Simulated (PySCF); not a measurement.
Calculated NMR parameters of CC(=O)O[SiH2][SiH2]O[SiH3]

| Property | Result |
| --- | --- |
| Formula | C2H10O3Si3 |
| SMILES | CC(=O)O[SiH2][SiH2]O[SiH3] |
| InChI | InChI=1S/C2H10O3Si3/c1-2(3)4-7-8-5-6/h7-8H2,1,6H3 |
| Point group of the computed structure | C1 |
| Degrees of unsaturation | 1 |
| Carbon signals | 2 |
| Proton signals | 4 |

Molfile (atoms numbered from 1):
```
C2H10O3Si3
     RDKit          3D

 18 17  0  0  0  0  0  0  0  0999 V2000
   -3.8335    0.0305   -0.3723 C   0  0  0  0  0  0  0  0  0  0  0  0
   -2.3294    0.0825   -0.3500 C   0  0  0  0  0  0  0  0  0  0  0  0
   -1.6964    1.0832   -0.5974 O   0  0  0  0  0  0  0  0  0  0  0  0
   -1.7728   -1.0645   -0.0521 O   0  0  0  0  0  0  0  0  0  0  0  0
   -0.1037   -1.3350    0.0245 Si  0  0  0  0  0  4  0  0  0  0  0  0
    0.8836    0.6808   -0.4774 Si  0  0  0  0  0  4  0  0  0  0  0  0
    2.4814    0.3365   -0.3848 O   0  0  0  0  0  0  0  0  0  0  0  0
    4.0850    0.3983   -0.2727 Si  0  0  0  0  0  4  0  0  0  0  0  0
   -4.1929   -0.7129    0.3329 H   0  0  0  0  0  0  0  0  0  0  0  0
   -4.1495   -0.2592   -1.3735 H   0  0  0  0  0  0  0  0  0  0  0  0
   -4.2408    1.0121   -0.1491 H   0  0  0  0  0  0  0  0  0  0  0  0
   -0.0346   -1.9039    1.3783 H   0  0  0  0  0  0  0  0  0  0  0  0
   -0.0209   -2.4738   -0.9017 H   0  0  0  0  0  0  0  0  0  0  0  0
    0.7003    1.1629   -1.8502 H   0  0  0  0  0  0  0  0  0  0  0  0
    0.6786    1.7620    0.4913 H   0  0  0  0  0  0  0  0  0  0  0  0
    4.4150    0.1045    1.1214 H   0  0  0  0  0  0  0  0  0  0  0  0
    4.5801   -0.6307   -1.1856 H   0  0  0  0  0  0  0  0  0  0  0  0
    4.5417    1.7329   -0.6582 H   0  0  0  0  0  0  0  0  0  0  0  0
  1  2  1  0
  2  3  2  0
  2  4  1  0
  4  5  1  0
  5  6  1  0
  6  7  1  0
  7  8  1  0
  1  9  1  0
  1 10  1  0
  1 11  1  0
  5 12  1  0
  5 13  1  0
  6 14  1  0
  6 15  1  0
  8 16  1  0
  8 17  1  0
  8 18  1  0
M  END
```

Theory: NMR shieldings at PBE0/pcSseg-1/GIAO, geometry from GFN2-xTB, in PySCF (fast rotation and ring inversion assumed for equivalent nuclei, no solvent model, relativity neglected, one conformer).

Chemical shifts δ = σref − σ; ¹H (σ = 31.72 ppm), ¹³C (σ = 186.93 ppm), ²⁹Si (σ = 349.16 ppm) vs TMS; ¹⁷O (σ = 336.08 ppm) vs H2O, all at this level.

| carbon | δC, type | δH (multiplicity) | HMBC from (2–3 bonds) | span of the C tensor (ppm) |
| --- | --- | --- | --- | --- |
| C1 | 24.0, CH3 | 2.10 (s) | – | 52 |
| C2 | 179.5, C | – | H12/H13, H9/H10/H11 | 163 |

Other nuclei:
```
      atoms  nucleus                            environment  δ (ppm)  σ (ppm)
    H14/H15       ¹H  hydrogen on a silicon bonded to O, Si     5.49    26.22
    H12/H13       ¹H  hydrogen on a silicon bonded to O, Si     5.05    26.67
H16/H17/H18       ¹H      hydrogen on a silicon bonded to O     4.98    26.73
        Si5     ²⁹Si           silicon bonded to O, Si, 2 H    -36.6    385.8
        Si8     ²⁹Si               silicon bonded to O, 3 H    -47.1    396.3
        Si6     ²⁹Si           silicon bonded to O, Si, 2 H    -56.3    405.5
         O3      ¹⁷O                        carbonyl oxygen    421.1    -85.0
         O4      ¹⁷O                 oxygen bonded to C, Si    203.0    133.1
         O7      ¹⁷O                  oxygen bonded to 2 Si     11.3    324.8
```

- Carbon types of the structure: 1 × C, 1 × CH3, leaving 7 H on heteroatoms.
- δC 179.5: carbonyl carbon.
- δC 24.0: methyl carbon α to a carbonyl; α to the electron-withdrawing carbonyl group.
- δH 5.49, 5.05: hydrogen on a silicon bonded to O, Si.
- δH 4.98: hydrogen on a silicon bonded to O.
- δH 2.10: hydrogen on a methyl carbon α to a carbonyl; α to C=O.

Shifts are as computed. Against solution values, carbons near 30 ppm lie about +3 ppm off and those near 130 ppm about +5 ppm. Of 1309 compounds with measured shifts, 239 miss one by over three times the rms of a fit or turn the order of signals round; such compounds aren't used in these exercises. Unscaled 17O shifts of doubly bonded oxygen tend to come out too high, by tens of ppm or more. Experimental scales use liquid or dissolved standards, which lie at an offset from isolated H2O (liquid H2O: subtract about 36 ppm). No couplings were computed; multiplicities are counted from neighbouring protons, with m where these are inequivalent, close in shift, in a saturated or five-membered ring or joined by F or P, and br s for small geminal =CH2 splittings.
